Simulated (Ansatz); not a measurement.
**SnO (tin(ii) oxide): methods side by side**

SnO: 2 atoms, total charge 0, spin state singlet. As SMILES, `[O]=[Sn]`. Geometry: a GFN2-xTB relaxation, a rough one for these elements and not checked as a minimum.

```xyz
2

O     0.0000    0.0000    0.0000
Sn    0.0000    0.0000    1.8036
```

Quantity: the vertical energy of the triplet above the singlet, in eV. The values are calculated.

```json
{"level": "HF/STO-3G", "kind": "Hartree–Fock", "program": "Ansatz", "value (eV)": "0.29", "less FCI/STO-3G": "-2.87", "CPU time (all runs)": "3.1 s"}
{"level": "SVWN5/STO-3G", "kind": "LDA", "program": "Ansatz", "value (eV)": "3.46", "less FCI/STO-3G": "+0.30", "CPU time (all runs)": "5.3 s"}
{"level": "BLYP/STO-3G", "kind": "GGA", "program": "Ansatz", "value (eV)": "3.35", "less FCI/STO-3G": "+0.19", "CPU time (all runs)": "13 s"}
{"level": "r2SCAN/STO-3G", "kind": "meta-GGA", "program": "Ansatz", "value (eV)": "3.27", "less FCI/STO-3G": "+0.11", "CPU time (all runs)": "57 s"}
{"level": "B3LYP/STO-3G", "kind": "global hybrid", "program": "Ansatz", "value (eV)": "3.12", "less FCI/STO-3G": "-0.04", "CPU time (all runs)": "12 s"}
{"level": "r2SCAN0/STO-3G", "kind": "hybrid meta-GGA", "program": "Ansatz", "value (eV)": "2.66", "less FCI/STO-3G": "-0.50", "CPU time (all runs)": "33 s"}
{"level": "HSE06/STO-3G", "kind": "range-separated hybrid", "program": "Ansatz", "value (eV)": "2.93", "less FCI/STO-3G": "-0.23", "CPU time (all runs)": "12 s"}
{"level": "wB97M-V/STO-3G", "kind": "range-separated hybrid", "program": "Ansatz", "value (eV)": "3.06", "less FCI/STO-3G": "-0.10", "CPU time (all runs)": "71 s"}
{"level": "FCI/STO-3G", "kind": "exact in the basis", "program": "Ansatz", "value (eV)": "3.16", "less FCI/STO-3G": "0.00", "CPU time (all runs)": "6.2 s"}
```

FCI/STO-3G is exact within its basis and frozen core, so for wave-function methods in that basis the difference is their error; functionals converge differently with the basis, so for them it is only a difference. All-electron rows without a relativistic Hamiltonian named are non-relativistic. Spin-orbit coupling, which can split open shells on such heavy atoms by tenths of an eV, is left out. The values span 0.29 to 3.46 eV. All rows use very small basis sets, so even the best lies far from the true value. Times are those of the runs behind each value, whatever else they computed, on shared processors of several kinds: orders of magnitude only.
